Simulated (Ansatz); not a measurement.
```yaml
crystal:
  periodic: [false, false, false]
  atoms:
    - {symbol: O, position_ang: [-1.188837, 0.979702, 0.803766]}
    - {symbol: Hf, position_ang: [-0.367052, -0.028517, -0.456084]}
    - {symbol: O, position_ang: [1.570119, -0.647953, 0.477581]}
    - {symbol: Cl, position_ang: [-1.256165, -2.285380, -0.868566]}
    - {symbol: Cl, position_ang: [0.048903, 1.178147, -2.584152]}
    - {symbol: H, position_ang: [-1.453239, 1.563518, 1.533351]}
    - {symbol: H, position_ang: [2.355136, -0.673848, 0.929127]}
basis:
  gaussian: {orbitals: def2-SVPD, fitting: {mean_field: cc-pVTZ-jkfit}}
hamiltonian: {xc: {name: revPBE0}}
output: {forces: true}
```

```sh
$ ansatz run in.yaml --threads 4 --pin off --events-out ev --progress --plain --max-ram 10444MiB
```

(1) How does Ansatz answer? (Estimate.)

Results:

(1) Computed: The program refused the input.
```
Functional definition: revPBE0
Error: <dir> the basis set cc-pVTZ-JKFIT has no functions for Hf
```
